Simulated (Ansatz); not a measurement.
Compare A (`BNC(C)F`) with its isomer B (`CC(N)BF`).

Calculated with Ansatz (gas phase, PBE0-D4/def2-TZVP geometries, no zero-point term in ΔE). CCSD(T)/CBS is the MP2 limit (def2-TZVPP, def2-QZVPP) plus CCSD(T) − MP2 in def2-TZVPP, frozen cores. Functionals use def2-TZVPP. B3LYP here is the variant with VWN-RPA as its local correlation; programs differ in this. Each species was taken in one conformer, which may not be the lowest.

(1) Which isomer does CCSD(T)/CBS put lower? Give the gap. (An estimate is asked.)

(2) Give E(B) − E(A) in kcal/mol with PBE-D4, HF/def2-TZVPP, CCSD(T)/def2-TZVPP, PBE0-D4, B2PLYP, B3LYP, CCSD/def2-TZVPP. (Estimate.)

Largest T1 diagnostic: 0.012.

Results:

(1) Ansatz gave: B, by 8.5 kcal/mol.

(2) The calculation gave: PBE-D4 -6.6, HF/def2-TZVPP -7.2, CCSD(T)/def2-TZVPP -7.9, PBE0-D4 -7.4, B2PLYP -7.2, B3LYP -6.4, CCSD/def2-TZVPP -8.2. None reverses the order clearly.

From PBE to PBE0 (25 % exact exchange), in def2-TZVPP and without D4, E(B) − E(A) moves by −0.8 kcal/mol.
